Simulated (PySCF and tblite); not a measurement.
The numbers below are computed, except where a source is named.
System: C3H6N2OSi, numbered as in [SiH3:1][NH:2][c:3]1[cH:4][cH:5][n:6][o:7]1.

Motion: rotation about the C3–N2 bond (torsion C4–C3–N2–Si1 from -179° to 0°, rising). GFN2-xTB gives an electronic barrier of 7.7 kcal/mol and a reaction energy of 0.0 kcal/mol.

revPBE/pcSseg-1 + D3(BJ) on GFN2-xTB geometries gives 5.0 kcal/mol and k(298 K) = 2.3×10⁹ s⁻¹.

Task: What does revPBE/pcSseg-1 + D3(BJ), IEF-PCM acetone give on GFN2-xTB geometries?

Result: A barrier of 6.1 kcal/mol, 1.1 above the first DFT barrier (from unrounded values), a reaction energy of -0.3 kcal/mol and, with GFN2-xTB thermal terms, ΔG‡(298 K) = 6.2 kcal/mol and k = 3.6×10⁸ s⁻¹ (2 equivalent paths).

Programs: tblite and PySCF.
